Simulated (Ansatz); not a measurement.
One change: `BC(F)[SiH2][SiH3]` becomes `BC(F)Cl`.

Ansatz, PBE0-D4/def2-TZVP geometries, multiplicity 1. Each molecule was computed in one conformer, which needn't be the lowest. `BC(F)Cl` holds a close contact that its SMILES doesn't draw: Cl···B 2.15 Å.

| property | `BC(F)[SiH2][SiH3]` |
| --- | --- |
| LUMO energy (B3LYP/def2-TZVPP) / eV | -1.57 |
| LUMO energy (PBE0/def2-TZVPP) / eV | -1.38 |
| size of the dipole moment (PBE/def2-TZVPP) / D | 1.67 |
| HOMO energy (PBE/def2-TZVPP) / eV | -6.80 |
| HOMO–LUMO gap (PBE0/def2-TZVPP) / eV | 6.72 |
| HOMO–LUMO gap (PBE/def2-TZVPP) / eV | 4.47 |

Q: Give the same properties after the change, and the shifts. (Estimate.)

A: Computed: 
| property | `BC(F)Cl` | shift |
| --- | --- | --- |
| LUMO energy (B3LYP/def2-TZVPP) / eV | -1.11 | 0.46 |
| LUMO energy (PBE0/def2-TZVPP) / eV | -0.84 | 0.54 |
| size of the dipole moment (PBE/def2-TZVPP) / D | 1.26 | -0.41 |
| HOMO energy (PBE/def2-TZVPP) / eV | -7.63 | -0.83 |
| HOMO–LUMO gap (PBE0/def2-TZVPP) / eV | 8.27 | 1.55 |
| HOMO–LUMO gap (PBE/def2-TZVPP) / eV | 5.75 | 1.28 |

With PBE0 the HOMO falls by 1.01 eV and the LUMO rises by 0.54 eV, so the gap widens by about 1.55 eV. PBE moves the HOMO by -0.83 eV and ωB97M-V by -1.17 eV. Dipoles are sizes alone; their direction can turn.

B3LYP here is the variant with VWN-RPA as its local correlation; programs differ in this.
